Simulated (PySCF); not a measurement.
C₄H₁₂AlN (SMILES C[N](C)[Al]([CH3])[CH3]), singlet, at a GFN2-xTB geometry (such geometries of metal compounds can be far from the true shape), atoms displaced at random by about 0.08 Å a coordinate. Base run: R2SCAN/STO-3G, gradient (PySCF).

The PySCF input:
```python
from pyscf import gto, scf, dft

mol = gto.M(
    atom='''
Al    0.646804   -0.320375    0.325459
C     2.225327   -0.207034   -0.909254
H     3.190456   -0.777330   -0.621283
H     2.612748    0.789659   -1.062161
H     2.296169   -0.569863   -2.020612
C     0.512953   -1.193363    1.931148
H    -0.069534   -2.140434    2.159186
H     0.240798   -0.698474    2.831993
H     1.678770   -1.767609    2.139267
N    -0.923703    0.369009   -0.317580
C    -0.819252    1.160494   -1.439636
C    -2.061375    0.500137    0.497534
H    -1.652388    0.818814   -2.186357
H    -1.266752    2.189495   -1.518282
H    -0.092840    1.170241   -2.031673
H    -2.369782    1.527856    0.815126
H    -2.988201   -0.067425   -0.182481
H    -2.096144    0.071726    1.331466
''',
    basis='sto-3g',
    charge=0,
    spin=0,
    verbose=4,
)

mf = dft.RKS(mol)
mf.xc = 'r2scan'
mf.kernel()
g = mf.nuc_grad_method()
grad = g.kernel()
```

The coordinate followed is x of atom 9.

Variants of this job, named by their change:

```csv
change,dE/dx (Eh/bohr),net force (Eh/bohr)
base,0.076827,0.001428
density fitting = on,0.076795,0.001428
grids.level = 0; grid_response = on,…,0.000000
grids.level = 5; grid_response = off,0.076828,0.000438
finite difference step (bohr) = 1e-4; conv_tol = 1e-11,0.076825,-
finite difference step (bohr) = 0.01; conv_tol = 1e-11,0.076820,-
grids.level = 1; grid_response = off,0.076820,0.003200
finite difference step (bohr) = 0.2; conv_tol = 1e-11,…,-
grids.level = 0; grid_response = off,0.076382,0.020251
finite difference step (bohr) = 1e-3; conv_tol = 1e-11,0.076825,-
conv_tol = 1e-4,0.076881,0.001427
grids.level = 5; grid_response = on,0.076828,0.000000
```

Q: What belongs in the gaps?

A: 
- grids.level = 0; grid_response = on, dE/dx (Eh/bohr): 0.080309
- finite difference step (bohr) = 0.2; conv_tol = 1e-11, dE/dx (Eh/bohr): 0.074862

The net force is zero for an exact gradient.
